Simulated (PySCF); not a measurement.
**Correlation energy of Mn (manganese, neutral)**

[Ar] 3d7, high-spin 4F determinant (an excited configuration). Calculation: PySCF 2.14, in x2c-QZVPPall (11s7p5d4f2g, 103 functions); scalar relativity by spin-free X2C-1e. Frozen: [Ne]; 15 electrons correlated.

MP2 pair energies summed by pair of shells (mhartree):

```
 pair   energy  share (%)
3d-3d  -236.16       39.4
3p-3d  -208.95       34.8
3p-3p   -74.01       12.3
3s-3d   -41.66        6.9
3s-3p   -33.60        5.6
3s-3s    -5.23        0.9
```

Total MP2 correlation energy: -599.61 mhartree.

Same-spin part -203.26 and opposite-spin part -396.35 mhartree; SCS-MP2 scales them by 1/3 and 6/5 to -543.37 mhartree.

This basis was not built for core-valence correlation, so the inner-shell part is incomplete.
